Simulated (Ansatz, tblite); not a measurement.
Cost and result up the ladder for the cluster PdAu₂ (the lowest singlet isomer of a short search) (3 atoms). Total charge 0; singlet. Geometry: PBE-D4/def2-TZVP.

```xyz
3

Pd    0.9182   -1.1681   -0.1713
Au    0.2700    1.0034    1.1343
Au   -1.1882    0.1646   -0.9630
```

Ansatz on 4 threads of Arm Neoverse N1 on a shared host; xTB runs through tblite on one thread. Times are rough, summed over both states, and most runs start from the orbitals of an earlier one. CCSD(T)/def2-TZVP serves as the yardstick here, not as an exact answer. The other state is a triplet at its own geometry.

In the def2 sets Au, Pd take a core potential; there is no spin–orbit coupling. The xTB rows come from tblite. HSE06 is defined as in plane-wave codes, on full-range PBE exchange. Correlated methods freeze no core orbitals; core or outer-core shells of Pd, Au are correlated, in sets that lack core-valence functions. HOMO above LUMO, or a gap near zero within one spin, warns that the state may not be the lowest or that an electron is smeared out. At PBE0-D4/def2-TZVP a singlet of charge 0 lies 0.84 eV below the triplet, each at its own geometry. The structure comes from a short search, and lower isomers may exist.

Correlated methods converge slowly with the basis.

xTB has no spin-polarisation term.

```csv
level,functions,wall time
GFN1-xTB,27,0.009 s
GFN2-xTB,27,0.009 s
HSE06-D4/def2-TZVP,120,13 s
PBE-D4/def2-TZVP (with forces),120,13 s
RPA@PBE/def2-TZVP,120,16 s
r2SCAN-D4/def2-TZVP,120,18 s
BHLYP-D4/def2-TZVP,120,20 s
PBE0-D4/def2-TZVP,120,21 s
B2PLYP/def2-TZVP,120,24 s
r2SCAN0-D4/def2-TZVP,120,25 s
r2SCANh-D4/def2-TZVP,120,32 s
CCSD(T)/def2-TZVP,120,1.7 min
```

Question: Estimate what each level gives for the triplet − singlet (eV).

Answer: 
```
                         level  triplet − singlet (eV)  difference from CCSD(T)/def2-TZVP (eV)                                   remarks
                      GFN1-xTB                    1.30                                    0.40                                         –
                      GFN2-xTB                    2.17                                    1.26                                         –
            HSE06-D4/def2-TZVP                    0.84                                   -0.07                                         –
PBE-D4/def2-TZVP (with forces)                    0.86                                   -0.05   gap within one spin near zero (triplet)
             RPA@PBE/def2-TZVP                    0.61                                   -0.30                                         –
           r2SCAN-D4/def2-TZVP                    0.71                                   -0.20                                         –
            BHLYP-D4/def2-TZVP                    0.73                                   -0.18                                         –
             PBE0-D4/def2-TZVP                    0.84                                   -0.06                                         –
              B2PLYP/def2-TZVP                    0.97                                    0.06  test for broken spin undecided (singlet)
          r2SCAN0-D4/def2-TZVP                    0.68                                   -0.23                                         –
          r2SCANh-D4/def2-TZVP                    0.71                                   -0.20                                         –
             CCSD(T)/def2-TZVP                    0.91                                    0.00                                         –
```
